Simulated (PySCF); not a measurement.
Structure with atom numbers: `[F:1][SiH2:2][CH2:3]/[CH:4]=[CH:5]\[Cl:6]`. Each H is labelled by its parent atom.

Geometry: PBE0-D3(BJ)/def2-SVP; GIAO shifts from PySCF, gas phase, non-relativistic, averaged over equivalent atoms.

At LC-wPBE/pcSseg-1 (146 basis functions, 34 s wall time on 1 thread of an Arm Neoverse N1, shared host):
| atoms | δ (ppm) |
| --- | --- |
| F1 | -196.0 |
| Si2 | 14.9 |
| C4 | 139.4 |
| C5 | 132.7 |
| C3 | 17.6 |
| Cl6 | 161.0 |
| H(C4) | 6.15 |
| H(C5) | 6.02 |
| H(Si2) | 5.00 |
| H(C3) | 1.83 |

Chemical shifts δ = σref − σ; 19F (σ = 205.86 ppm) vs CFCl3; 29Si (σ = 358.50 ppm), 13C (σ = 188.56 ppm), 1H (σ = 31.33 ppm) against TMS; 35Cl (σ = 947.14 ppm) against HCl, all at this level.

Question: What do these become at PBE0/cc-pVTZ?

Answer: 
| atoms | δ at PBE0/cc-pVTZ | change |
| --- | --- | --- |
| F1 | -208.5 | -12.5 |
| Si2 | 10.2 | -4.7 |
| C4 | 132.1 | -7.3 |
| C5 | 128.5 | -4.2 |
| C3 | 19.8 | +2.2 |
| Cl6 | 181.6 | +20.6 |
| H(C4) | 6.19 | +0.04 |
| H(C5) | 6.27 | +0.25 |
| H(Si2) | 5.19 | +0.19 |
| H(C3) | 2.12 | +0.29 |

Referencing at the same level of theory: 19F (σref 182.60) against CFCl3; 29Si (σref 360.00), 13C (σref 187.29), 1H (σref 31.29) vs TMS; 35Cl (σref 952.42) against HCl.

The largest change is at Cl6 (chlorine bonded to C). Cost: 272 basis functions, 30 s wall time on 1 thread of an AMD EPYC 7R43 64-Core, shared host. The order of the carbon signals is the same at both levels.

Carbons that carry Cl, above all several Cl atoms, come out too deshielded, partly because spin–orbit coupling is missing. Unscaled 19F shifts against computed CFCl3 carry errors that often reach 10 to 50 ppm.
